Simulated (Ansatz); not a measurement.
Computed with Ansatz on PBE0-D4/def2-TZVP structures; ΔE is electronic, products minus reactants. CCSD(T)/CBS adds triple-zeta CCSD(T) − MP2 to the extrapolated MP2 energy (def2 sets, frozen cores). DFT in def2-TZVPP. B3LYP here is the variant with VWN-RPA as its local correlation; programs differ in this. For Ga, Ge outer-core shells are correlated without core-valence functions, which leaves a few kJ/mol of doubt a bond. Scalar relativity is left out up to krypton. One conformer a species, not always the lowest.

Reaction (redistribution): `[AlH2][SiH2][SiH2][GaH2]` + `O=[CH][GeH2][SiH3]` → `O=C[SiH2][SiH2][AlH2]` + `[SiH3][GeH2][GaH2]`

Q: Is it downhill or uphill in electronic energy at CCSD(T)/CBS, and by how much? (Estimate.)

A: Computed: Downhill: ΔE = -21.7 kJ/mol.

Q: What do these levels give: B3LYP-D4, ωB97M-V, B3LYP, CCSD/def2-TZVPP, HF/CBS(def2), CCSD/CBS(def2)? (Best estimate.)

A: Ansatz gave: B3LYP-D4 -20.8, ωB97M-V -22.9, B3LYP -22.2, CCSD/def2-TZVPP -20.6, HF/CBS(def2) -27.4, CCSD/CBS(def2) -23.2 kJ/mol.

Largest T1 diagnostic among the species: 0.016.

In def2-TZVPP, CCSD(T) changes the Hartree–Fock value by +7.8 kJ/mol (the triples alone add +1.4 kJ/mol) and MP2 by +5.9 kJ/mol.
